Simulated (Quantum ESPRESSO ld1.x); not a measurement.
Mn14+, configuration [Ne] 3s1. Method: scalar-relativistic Kohn-Sham, LDA (Slater exchange, Perdew-Wang correlation), spin-polarised, spherical densities, point nucleus; open shells are filled with parallel spins first; computed with ld1.x of Quantum ESPRESSO 7.5. Some entries of the table are withheld. Estimate them.

| orbital | occ. | eigenvalue (eV) | r(max) (bohr) | <r^2> (bohr^2) |
|---|---|---|---|---|
| 1s up | 1 | (1) | 0.040 | 0.004999 |
| 1s down | 1 | (2) | 0.040 | 0.004999 |
| 2s up | 1 | -1157.33 | (3) | 0.08983 |
| 2s down | 1 | -1156.21 | (4) | 0.08962 |
| 2p up | 3 | -1048.91 | 0.186 | 0.07225 |
| 2p down | 3 | -1047.88 | 0.186 | 0.07206 |
| 3s up | 1 | -422.869 | (5) | 0.5694 |
| 3s down | 0 | -415.520 | (6) | 0.5705 |

Answer. 
(1) 1s up eigenvalue (eV): -6855.02
(2) 1s down eigenvalue (eV): -6854.07
(3) 2s up r(max) (bohr): 0.231
(4) 2s down r(max) (bohr): 0.231
(5) 3s up r(max) (bohr): 0.663
(6) 3s down r(max) (bohr): 0.663
